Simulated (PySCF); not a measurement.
Isomers of C5H14NPSi2.

All values: PBE0/pcSseg-1 (PySCF) at GFN2-xTB geometries, gas phase, one conformer each.

**Question.** Rank by the highest IAO charge on any atom, highest value first.
A. `[CH2:1]=[CH:2][CH2:3][N:4]1[CH2:5][SiH2:6][Si@@H:7]([PH2:8])[CH2:9]1` with C1–C2–C3–N4 132°, C2–C3–N4–C5 -66°, Si6–Si7–P8–H -59° and 34°, C3–N4–C5–Si6 170°, N4–C5–Si6–Si7 31°, C5–Si6–Si7–P8 -113°, Si6–Si7–C9–N4 -28°
B. `[CH2:1]=[C:2]([CH3:3])[Si@@H:4]1[CH2:5][CH2:6][Si@@H:7]([PH2:8])[NH:9]1` with C1–C2–Si4–C5 101°, C6–Si7–P8–H -77° and -169°, C2–Si4–C5–C6 -147°, Si4–C5–C6–Si7 39°, C5–C6–Si7–P8 -146°, C6–Si7–N9–Si4 10°
C. `[PH2:1][Si@@H:2]1[CH2:3][N:4]([CH:5]2[CH2:6][CH2:7]2)[CH2:8][SiH2:9]1` with H–P1–Si2–C3 -69° and -161°, C3–N4–C5–C6 153°, P1–Si2–C3–N4 -93°, Si2–C3–N4–C5 77°, N4–C5–C6–C7 -108°, C3–N4–C8–Si9 52°

**Answer.** B (+1.011 e), A (+0.445 e), C (+0.387 e).

All values together:

```csv
SMILES,μ (D),HOMO (eV),LUMO (eV),lowest IAO charge (e),highest IAO charge (e),lowest Hirshfeld charge (e),highest Hirshfeld charge (e)
C=C(C)[Si@@H]1CC[Si@@H](P)N1,1.14,-6.99,-0.04,-0.937 (N),+1.011 (Si),-0.328 (N),+0.387 (Si)
P[Si@@H]1CN(C2CC2)C[SiH2]1,0.64,-5.88,-0.06,-0.407 (C),+0.387 (Si),-0.115 (C),+0.218 (Si)
C=CCN1C[SiH2][Si@@H](P)C1,1.25,-6.34,-0.17,-0.415 (C),+0.445 (Si),-0.120 (C),+0.236 (Si)
C=C(C)[Si@@H]1CC[Si@H](P)N1,0.56,-6.87,-0.17,-0.936 (N),+1.009 (Si),-0.330 (N),+0.388 (Si)
```

Conformers: `[CH2:1]=[C:2]([CH3:3])[Si@@H:4]1[CH2:5][CH2:6][Si@@H:7]([PH2:8])[NH:9]1` with C1–C2–Si4–C5 101°, C6–Si7–P8–H -77° and -169°, C2–Si4–C5–C6 -147°, Si4–C5–C6–Si7 39°, C5–C6–Si7–P8 -146°, C6–Si7–N9–Si4 10°; `[PH2:1][Si@@H:2]1[CH2:3][N:4]([CH:5]2[CH2:6][CH2:7]2)[CH2:8][SiH2:9]1` with H–P1–Si2–C3 -69° and -161°, C3–N4–C5–C6 153°, P1–Si2–C3–N4 -93°, Si2–C3–N4–C5 77°, N4–C5–C6–C7 -108°, C3–N4–C8–Si9 52°; `[CH2:1]=[CH:2][CH2:3][N:4]1[CH2:5][SiH2:6][Si@@H:7]([PH2:8])[CH2:9]1` with C1–C2–C3–N4 132°, C2–C3–N4–C5 -66°, Si6–Si7–P8–H -59° and 34°, C3–N4–C5–Si6 170°, N4–C5–Si6–Si7 31°, C5–Si6–Si7–P8 -113°, Si6–Si7–C9–N4 -28°; `[CH2:1]=[C:2]([CH3:3])[Si@@H:4]1[CH2:5][CH2:6][Si@H:7]([PH2:8])[NH:9]1` with C1–C2–Si4–C5 77°, C6–Si7–P8–H 77° and 170°, C2–Si4–C5–C6 -144°, Si4–C5–C6–Si7 36°, C5–C6–Si7–P8 85°, C6–Si7–N9–Si4 12°.
